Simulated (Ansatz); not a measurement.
C2H2BF2N (`FBC1(F)C=N1`), relaxed with RKS PBE-D4/def2-SVP in Ansatz from a rough embedded geometry. The force threshold is 0.03 eV/Å; the program also tests the step.

Charge 0, multiplicity 1.

Start:

```xyz
8

F     0.760    1.508   -1.609
B    -0.174    1.056   -0.554
C    -0.245   -0.490   -0.094
F    -0.650   -1.413   -0.983
C     0.554   -0.835    0.899
N    -0.823   -0.636    1.140
H    -0.927    1.885   -0.091
H     1.505   -1.074    1.291
```

**Question.** By how much does the energy fall, and how many steps does the optimiser take? (Estimate.)

**Answer.** Ansatz gave: 1.95 eV, in 14 steps, 1 of them rejected.

**Question.** Which bonds change most? (Estimate.)

**Answer.** Ansatz gave: C3–N6 from 1.370 to 1.547 Å; F1–B2 from 1.480 to 1.329 Å; C5–N6 from 1.412 to 1.266 Å; C3–C5 from 1.320 to 1.461 Å.

**Question.** Give the relaxed structure. (Estimate.)

**Answer.** Ansatz gave: 
```xyz
8

F    -0.219    1.404   -1.956
B    -0.186    1.101   -0.663
C    -0.098   -0.389   -0.213
F    -0.135   -1.341   -1.199
C     0.426   -0.831    1.078
N    -0.840   -0.807    1.079
H    -0.218    2.001    0.156
H     1.269   -1.137    1.718
```
